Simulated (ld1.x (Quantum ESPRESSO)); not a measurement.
## Logarithmic derivatives: Ag, ultrasoft

```json
{
  "Element": "silver",
  "Generator": "ld1.x (Quantum ESPRESSO) 7.5",
  "Type": "ultrasoft",
  "Functional": "BLYP",
  "Relativity": "scalar-relativistic",
  "Frozen core": "[Ar] 3d10",
  "Valence charge": "19",
  "Reference configuration": "4s2 4p6 4d9 5s2 5p0",
  "Partial waves": "4s (bound): rcut 1.20, rcutus 1.70 bohr; 5s (bound): rcut 1.20, rcutus 1.70 bohr; 4p (bound): rcut 1.45, rcutus 1.85 bohr; 5p (bound, empty): rcut 1.45, rcutus 1.85 bohr; 4d (bound): rcut 1.35, rcutus 1.90 bohr; 4d channel at -0.25 Ry: rcut 1.35, rcutus 1.90 bohr",
  "Local potential": "all-electron potential smoothed inside 1.55 bohr (lloc = -2)",
  "Core correction": "a·sin(br)/r model core inside 1.00 bohr",
  "Augmentation charge": "built from norm-conserving waves at rcut, not smoothed further"
}
```

The phase is arctan(r·u′/u) with u = r·R(r), unwrapped; energies in Ry, scanned from -9 to 5 Ry. A pole is an energy at which the radial function vanishes at the test radius. The pseudo phase is shifted by a multiple of π to meet the all-electron one at the reference energy, and phase errors are pseudo minus all-electron; the curves can meet again beyond the range given. Levels narrower than the energy grid can be missing from the lists of poles.

Q: For each channel, where are the poles, and over which energies does the pseudopotential scatter like the atom?

A:

```csv
channel,radius (bohr),reference energy (Ry),"poles, all-electron","poles, pseudo",unbroken range about the reference energy with phases within 0.05 rad,phase error 1 Ry above the reference energy (rad)
s,2.05,-0.41,-7.20,"-7.36, 3.81",not even at the reference energy,+1.052
p,2.05,-0.09,-4.40,"-4.54, 3.48",not even at the reference energy,+0.514
d,2.05,-0.77,-0.10,-0.24,not even at the reference energy,-0.027
```

A Bessel basis up to 400 Ry misses an occupied level by 0.94 Ry, so cutoffs and ghosts were not judged. The potential misses its own reference levels by up to 2.2 eV, so it is not fit for use.

Phases in the p channel:

| E (Ry) | all-electron | pseudo |
| --- | --- | --- |
| -9.00 | 1.393 | 1.398 |
| -8.76 | 1.389 | 1.395 |
| -8.52 | 1.386 | 1.392 |
| -8.28 | 1.382 | 1.389 |
| -8.04 | 1.378 | 1.385 |
| -7.80 | 1.374 | 1.381 |
| -7.56 | 1.369 | 1.377 |
| -7.32 | 1.363 | 1.372 |
| -7.08 | 1.357 | 1.366 |
| -6.84 | 1.351 | 1.360 |
| -6.60 | 1.343 | 1.352 |
| -6.36 | 1.333 | 1.343 |
| -6.12 | 1.321 | 1.331 |
| -5.88 | 1.305 | 1.314 |
| -5.64 | 1.283 | 1.288 |
| -5.40 | 1.248 | 1.242 |
| -5.16 | 1.179 | 1.122 |
| -4.92 | 0.954 | 0.251 |
| -4.68 | -0.852 | -1.440 |
| -4.44 | -1.541 | -1.619 |
| -4.20 | -1.659 | -1.678 |
| -3.96 | -1.710 | -1.709 |
| -3.72 | -1.740 | -1.729 |
| -3.48 | -1.762 | -1.744 |
| -3.24 | -1.780 | -1.757 |
| -3.00 | -1.797 | -1.768 |
| -2.76 | -1.812 | -1.778 |
| -2.52 | -1.827 | -1.788 |
| -2.28 | -1.843 | -1.797 |
| -2.04 | -1.860 | -1.807 |
| -1.80 | -1.878 | -1.817 |
| -1.56 | -1.898 | -1.827 |
| -1.32 | -1.920 | -1.838 |
| -1.08 | -1.945 | -1.850 |
| -0.84 | -1.974 | -1.863 |
| -0.60 | -2.008 | -1.876 |
| -0.36 | -2.049 | -1.892 |
| -0.12 | -2.099 | -1.909 |
| 0.12 | -2.162 | -1.929 |
| 0.36 | -2.242 | -1.952 |
| 0.60 | -2.347 | -1.979 |
| 0.84 | -2.488 | -2.012 |
| 1.08 | -2.676 | -2.053 |
| 1.32 | -2.921 | -2.106 |
| 1.56 | -3.212 | -2.179 |
| 1.80 | -3.508 | -2.286 |
| 2.04 | -3.765 | -2.457 |
| 2.28 | -3.965 | -2.763 |
| 2.52 | -4.115 | -3.302 |
| 2.76 | -4.227 | -3.928 |
| 3.00 | -4.312 | -4.337 |
| 3.24 | -4.378 | -4.567 |
| 3.48 | -4.431 | -4.710 |
| 3.72 | -4.474 | -4.813 |
| 3.96 | -4.509 | -4.896 |
| 4.20 | -4.539 | -4.971 |
| 4.44 | -4.565 | -5.043 |
| 4.68 | -4.587 | -5.119 |
| 4.92 | -4.607 | -5.203 |
